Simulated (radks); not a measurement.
The numbers below are computed, except where a source is named.
Initial-state core-level shifts of the gallium ion Ga2+ when its valence configuration changes from [Ar] 3d10 4s1. Level of theory: scalar-relativistic Kohn-Sham, PBEsol, spin-unpolarised, spherical densities, point nucleus (a radial shooting solver on a logarithmic mesh with Libxc functionals). Shifts are changes of the shell-averaged eigenvalues in eV (positive: less bound).

| valence | 1s | 2s | 3s | 3p |
|---|---|---|---|---|
| 3d9 4s2 | -9.737 | -10.804 | -9.086 | -8.867 |
| 3d10 4p1 | -1.692 | -1.611 | -1.697 | -1.692 |
| 3d9.5 4s1.5 | -4.724 | -5.235 | -4.449 | -4.343 |
| 3d10 4s0.5 4p0.5 | -0.853 | -0.812 | -0.855 | -0.852 |
| 3d9 4s1 4p1 | -11.374 | -12.381 | -10.718 | -10.492 |
| 3d9 4s0.5 4p1.5 | -12.172 | -13.149 | -11.515 | -11.285 |
| 3d9.5 4s1 4p0.5 | -5.564 | -6.039 | -5.289 | -5.179 |
| 3d8.5 4s2 4p0.5 | -15.844 | -17.484 | -14.698 | -14.360 |
| 3d9 4s1.5 4p0.5 | -10.563 | -11.599 | -9.908 | -9.686 |
